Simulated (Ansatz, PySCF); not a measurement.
Reaction (SMILES): O=CO + 3 [H][H] (H2) -> C (CH4) + 2 O (H2O)
Geometries: B3LYP-D3(BJ)/def2-TZVP minima from Ansatz (an electronic-structure program), one conformer each, not searched for the lowest.

Quantity: energy of full hydrogenation (0 K, with B3LYP-D3(BJ) harmonic zero-point energies from PySCF), in kcal/mol. Valence correlation only, unless marked. Spin-orbit coupling is left out. Non-relativistic. CBS marks a two-point X^-3 extrapolation of the correlation energy; Hartree-Fock from the larger set.

| level | program | energy of full hydrogenation (kcal/mol) |
|---|---|---|
| RI-HF/aug-cc-pVQZ | Ansatz | -42.1 |

Task: What does CCSD(T)/CBS(cc-pVTZ,cc-pVQZ) (Ansatz) give?

Result: -41.2 kcal/mol
